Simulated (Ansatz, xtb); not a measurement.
## Two structures of H7NSSi3

Structure a: `[SiH3]N([SiH3])[Si]S`, a singlet. Structure b: a singlet given by its coordinates. Both are isolated molecules in the gas phase, relaxed with B3LYP-D3(BJ)/def2-SVP; the shapes shown needn't be the lowest conformers.

a (Å):

```xyz
12

N    -0.4013    0.9514    0.5076
S    -2.2145   -1.4510    0.9468
Si   -0.1006    0.1099   -1.0301
Si    0.4631    2.4823    0.7549
Si   -1.4676    0.4211    1.8071
H     0.8619    0.9416   -1.8091
H     0.4920   -1.2327   -0.7858
H    -1.3635   -0.0377   -1.8023
H     0.0768    3.0111    2.0918
H     1.9369    2.2644    0.7055
H     0.0964    3.4672   -0.3021
H    -2.9830   -1.7138    2.0283
```

b (Å):

```yaml
atoms:
  - { symbol: N, position_ang: [-0.5047, -1.5171, -1.0124] }
  - { symbol: S, position_ang: [-2.3911, 1.2541, -1.1343] }
  - { symbol: Si, position_ang: [-1.0654, 2.9827, -1.1820] }
  - { symbol: Si, position_ang: [0.8462, 1.6519, -1.5330] }
  - { symbol: Si, position_ang: [-0.7555, -0.0423, -1.8705] }
  - { symbol: H, position_ang: [-0.2810, -1.5012, -0.0216] }
  - { symbol: H, position_ang: [-1.0474, -2.3424, -1.2515] }
  - { symbol: H, position_ang: [-1.3943, 3.9104, -2.3037] }
  - { symbol: H, position_ang: [-1.1464, 3.7545, 0.0920] }
  - { symbol: H, position_ang: [1.6075, 1.4318, -0.2650] }
  - { symbol: H, position_ang: [1.8034, 2.0009, -2.6246] }
  - { symbol: H, position_ang: [-1.0346, -0.4438, -3.2770] }
```

Close contacts (Å): N1–Si5 1.72, S2–Si3 2.18, S2–Si5 2.21, Si3–Si4 2.36, Si4–Si5 2.36, N1–H6 1.02, N1–H7 1.02, Si3–H8 1.49, Si3–H9 1.49, Si4–H10 1.50, Si4–H11 1.49, Si5–H12 1.49.

Problem. Which of the two would you expect CCSD(T)/def2-SVP + ΔMP2/def2-TZVPP electronic energies to favour?

Solution. Structure b; the calculation gives E(b) − E(a) = −7.1 kcal/mol.

How the difference moves with the method:

```csv
level,geometry,E(b) − E(a) (kcal/mol),departure from the last row (kcal/mol),"job, with rough time for the two"
GFN2-xTB,GFN2-xTB,+19.5,+26.6,"optimisation, 4 s"
HF/STO-3G,GFN2-xTB,−15.8,−8.7,"single point, 1.7 s"
r2SCAN-D4/def2-SVP,GFN2-xTB,−16.1,−8.9,"single point, 12 s"
B3LYP-D3(BJ)/def2-SVP,B3LYP-D3(BJ)/def2-SVP,−6.7,+0.4,"optimisation, 5.9 min"
HF/def2-SVP,B3LYP-D3(BJ)/def2-SVP,−4.4,+2.7,part of the CCSD(T) run
MP2/def2-SVP,B3LYP-D3(BJ)/def2-SVP,−5.9,+1.3,part of the CCSD(T) run
CCSD(T)/def2-SVP,B3LYP-D3(BJ)/def2-SVP,−3.9,+3.3,single point
CCSD(T)/def2-SVP + ΔMP2/def2-TZVPP,B3LYP-D3(BJ)/def2-SVP,−7.1,,"single point, 1.9 min"
```

GFN2-xTB puts the two in the other order. The largest departure from CCSD(T)/def2-SVP + ΔMP2/def2-TZVPP is that of GFN2-xTB, 26.6 kcal/mol. A small imaginary or near-zero mode remains, so no thermal terms are given. The last row adds to CCSD(T) the change of the MP2 difference between the two basis sets, here −3.3 kcal/mol, a large step that makes the value less sure.

The correlated steps freeze 21 core orbitals. Run with Ansatz 0.2.0, xtb 6.7.1; the last row on 2 threads of AMD EPYC (Zen 3) on a shared host.
